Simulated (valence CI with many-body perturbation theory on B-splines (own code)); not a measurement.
## Missing levels of I²¹⁺

Computed by valence CI with perturbative core correlation (CI+MBPT): four valence electrons over a frozen Dirac-Fock core [Ar] 3d10, radial functions for each j: 11 s, 11 p, 9 d, 7 f, 5 g, 2 h, 1 i, with the one-electron correlation potential Σ1, the two-electron term Σ2, the three-electron term Σ3, Breit, model QED; selected CI, second order for the rest (own B-spline code, finite nucleus).

No measured spectrum was set against this ion. As an estimate, levels hold to about 250 cm⁻¹ or 0.2 % of their energy and the worst to 1 %, as in measured heavy ions of charge 2 to 7; those with d or f electrons hold less well.

| Level | E (eV) |
| --- | --- |
| (4s^2 4p1/2^2) J=0 | 0.000 |
| (4s^2 4p1/2 4p3/2) J=1 | ? |
| (4s^2 4p1/2 4p3/2) J=2 | 14.818 |
| (4s^2 4p3/2^2) J=2 | 29.105 |
| (4s^2 4p3/2^2) J=0 | ? |
| (4s 4p1/2^2 4p3/2) J=2 | 58.768 |
| (4s 4p1/2^2 4p3/2) J=1 | 67.542 |
| (4s 4p1/2 4p3/2^2) J=2 [a] | 71.878 |
| (4s 4p1/2 4p3/2^2) J=3 | 75.768 |
| (4s 4p1/2 4p3/2^2) J=0 | 80.736 |
| (4s 4p1/2 4p3/2^2) J=1 [a] | 82.460 |
| (4s 4p1/2 4p3/2^2) J=2 [b] | ? |
| (4s 4p1/2 4p3/2^2) J=1 [b] | ? |
| (4s 4p3/2^3) J=2 | 93.640 |
| (4s^2 4p1/2 4d3/2) J=2 | ? |
| (4s^2 4p1/2 4d5/2) J=3 | 101.765 |
| (4s 4p3/2^3) J=1 | ? |
| (4s^2 4p1/2 4d5/2) J=2 | 104.575 |
| (4s^2 4p1/2 4d3/2) J=1 | 105.568 |
| (4s^2 4p3/2 4d5/2) J=4 | 112.721 |

Levels are named by their leading jj configuration (3d3/2^4 stands for four electrons in 3d with j = 3/2), which in mixed levels can hold well under half, so a name can repeat and another be missing. Letters in brackets count levels of one name in rising energy.

**Question.** The levels stand in rising order. What does the calculation give for the missing energies?

**Answer.** (4s^2 4p1/2 4p3/2) J=1 12.461; (4s^2 4p3/2^2) J=0 34.793; (4s 4p1/2 4p3/2^2) J=2 [b] 83.143; (4s 4p1/2 4p3/2^2) J=1 [b] 88.466; (4s^2 4p1/2 4d3/2) J=2 96.879; (4s 4p3/2^3) J=1 103.838.
